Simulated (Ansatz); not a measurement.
`[NH2][AlH][N]([SiH3])[SiH3]` + H₂Se → `[NH2][AlH][SeH]` + `[SiH3]N[SiH3]`  (ligand exchange at the Al–N bond)

Isolated molecules relaxed with PBE0-D4/def2-TZVP in Ansatz; ΔE leaves out vibrations. CCSD(T)/CBS is the MP2 limit (def2-TZVPP, def2-QZVPP) plus CCSD(T) − MP2 in def2-TZVPP, frozen cores. This one scheme is used for every species. DFT in def2-TZVPP. B3LYP here is the variant with VWN-RPA as its local correlation; programs differ in this. For Se outer-core shells are correlated without core-valence functions, which leaves a few kJ/mol of doubt a bond. Scalar relativity is left out up to krypton. Each species was taken in one conformer, which may not be the lowest.

`[NH2][AlH][N]([SiH3])[SiH3]`:

```xyz
14

N    -1.083    1.638    1.820
Al   -0.541    0.005    1.434
N     0.163   -0.336   -0.186
Si    0.677   -1.936   -0.609
Si    0.330    0.892   -1.395
H    -1.010    2.448    1.226
H    -1.501    1.886    2.701
H    -0.675   -1.148    2.498
H     2.161   -2.043   -0.663
H     0.151   -2.314   -1.951
H     0.166   -2.898    0.403
H     0.313    2.236   -0.756
H    -0.769    0.843   -2.399
H     1.618    0.727   -2.123
```

H₂Se:

Z-matrix (Å, degrees):
```
Se
H 1 1.467
H 1 1.467 2 91.2
```

`[NH2][AlH][SeH]`:

```xyz
7

N     1.292    0.113    0.717
Al   -0.183    0.316   -0.227
Se   -1.613   -1.507   -0.390
H     1.573   -0.727    1.196
H     1.978    0.837    0.849
H    -0.506    1.691   -0.929
H    -2.541   -0.724   -1.217
```

`[SiH3]N[SiH3]`:

Cartesian coordinates in Å:
```
Si -0.592 0.395 1.389
N 0.063 -0.612 0.150
Si 0.563 -0.183 -1.445
H -0.898 1.711 0.776
H 0.355 0.598 2.521
H -1.833 -0.199 1.957
H 0.228 -1.574 0.414
H 0.109 1.208 -1.692
H -0.037 -1.098 -2.454
H 2.041 -0.247 -1.617
```

Question: Is it downhill or uphill in electronic energy at CCSD(T)/CBS, and by how much? (An estimate is asked.)

Answer: Ansatz gave: Downhill: ΔE = -0.19 eV.

Question: What do these levels give: ωB97M-V, B3LYP, HF/def2-TZVPP, CCSD/def2-TZVPP, CCSD(T)/def2-TZVPP, HF/CBS(def2)? (Best estimate.)

Answer: The calculation gave: ωB97M-V -0.17, B3LYP -0.27, HF/def2-TZVPP -0.32, CCSD/def2-TZVPP -0.18, CCSD(T)/def2-TZVPP -0.15, HF/CBS(def2) -0.30 eV.

Largest T1 diagnostic among the species: 0.012.

The D4 term adds +0.11 eV with B3LYP and +0.06 eV with PBE0; it sums over pairs of atoms, weighted by their polarisabilities, and B3LYP, whose exchange is more repulsive, gets the larger term. In def2-TZVPP, CCSD(T) changes the Hartree–Fock value by +0.17 eV (the triples alone add +0.02 eV) and MP2 by +0.15 eV.
